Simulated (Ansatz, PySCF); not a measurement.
This Ansatz (a program for electronic structure) input computes a PBE0/def2-TZVPD energy:

Ansatz 0.2 input:
```yaml
crystal:
  periodic: [false, false, false]
  atoms:
    - {symbol: Ca, position_ang: [-0.28121009, -0.09863860, -0.75686038]}
    - {symbol: O, position_ang: [-0.33280527, -0.05175931, 1.22314709]}
    - {symbol: O, position_ang: [1.03583051, 0.29835580, 0.66900385]}
basis:
  gaussian:
    orbitals: def2-TZVPD
hamiltonian:
  xc: {name: PBE0}
output: {forces: true}
```

Question: Write an input for the same energy in PySCF and say what it gives.

Answer: 
```python
from pyscf import gto, scf, dft

mol = gto.M(
    atom='''
    Ca   -0.28121009   -0.09863860   -0.75686038
    O    -0.33280527   -0.05175931    1.22314709
    O     1.03583051    0.29835580    0.66900385
    ''',
    basis='def2-tzvpd',
    charge=0,
    spin=0,
    verbose=4,
)

mf = dft.RKS(mol, xc='pbe0').density_fit(auxbasis='def2-universal-jkfit')
mf.grids.level = 3
mf.conv_tol = 1e-9
mf.max_cycle = 100
mf.max_memory = 1500
mf.kernel()
if not mf.converged:
    mf = mf.newton()
    mf.kernel(mf.make_rdm1())
mf.analyze()
```
It gives -827.69439 Eh, and Ansatz -827.69433 Eh, a difference of 0.06 mEh, from the treatment of integrals and grids.
